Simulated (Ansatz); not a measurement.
Molecule: ZnOH (charge +1, singlet). SMILES: [OH][Zn+]
Coordinates optimised at B3LYP-D3(BJ)/def2-TZVP (Ansatz, a program for electronic structure):
```
O
H 1 0.9735
Zn 1 1.7713 2 113.57
```
Charge +1, spin multiplicity 1.

Quantity: vertical electron affinity to the doublet, in eV. Terms: six Cartesian d functions in 6-31G* and its kin unless marked 5d; no dispersion term unless named; non-relativistic; LANL2DZ with its own core potentials from Na on; valence correlation only (noble-gas shells and the d and f shells of earlier blocks); each state is the SCF solution reached for its charge and spin; spin-orbit terms left out; open shells spin-unrestricted. First-principles rows: single points at B3LYP-D3(BJ) geometries (Ansatz). The spin state of an ion or metal species was assumed, not searched.

```tsv
level	program	vertical electron affinity to the doublet (eV)
HF/6-31G*	Ansatz	7.78
HF/6-31G* with LANL2DZ past Ar	Ansatz	7.90
PBE/6-31G*	Ansatz	8.10
B3LYP/3-21G	Ansatz	8.04
B3LYP/6-31G*	Ansatz	8.29
B3LYP/6-31G* with LANL2DZ past Ar	Ansatz	8.19
MP2/6-31G*	Ansatz	7.86
PBE/def2-TZVPD	Ansatz	8.60
```

No value to compare with is used here. The 7 habitual levels span 7.78 (HF/6-31G*) to 8.29 eV (B3LYP/6-31G*); PBE/def2-TZVPD gives 8.60.

The levels are drawn from those run, B3LYP/6-31G* more often than the rest, none by its result; runs whose electronic state is in doubt are left out.
